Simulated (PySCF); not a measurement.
## Ionisation energy of Ho⁴⁰⁺ by level of theory

Ho⁴⁰⁺ [Ar] 3d9 (2D) → Ho⁴¹⁺ [Ar] 3d8 (3F), as a difference of total energies. Calculation: PySCF 2.14, in an even-tempered Gaussian basis (18 s from 7.3 bohr⁻², ratio 2.5; 13 p from 9.5 bohr⁻², ratio 2.5; 8 d from 9.5 bohr⁻², ratio 2.5; 4 f from 42 bohr⁻², ratio 2.7; 3 g from 63 bohr⁻², ratio 2.7); the spin-free X2C one-electron Hamiltonian (Gaussian nucleus). Correlated levels: outer shells: [Ne] frozen; virtual orbitals above 40 to 60 times the deepest correlated orbital energy dropped. The calculations carry no spin-orbit coupling.

```json
{"method": "UHF", "ionisation energy (eV)": "3140.9"}
{"method": "LDA", "ionisation energy (eV)": "3141.5"}
{"method": "PBE", "ionisation energy (eV)": "3140.2"}
{"method": "PBE0", "ionisation energy (eV)": "3141.0"}
{"method": "r2SCAN", "ionisation energy (eV)": "3139.9"}
{"method": "PW91", "ionisation energy (eV)": "3140.7"}
{"method": "TPSSh", "ionisation energy (eV)": "3139.4"}
{"method": "MP2 (outer shells)", "ionisation energy (eV)": "3142.7"}
{"method": "SCS-MP2 (outer shells)", "ionisation energy (eV)": "3142.4"}
```

Spin-orbit coupling is strong in these open shells (close to jj coupling). The scalar numbers leave it out and a first-order estimate fails, so it can dominate the gap to the real levels.

Breit and QED terms and the two-electron picture change are absent.

For comparison: 3125 ± 4 eV (theoretical estimate listed by NIST; NIST Atomic Spectra Database, ionization energies).
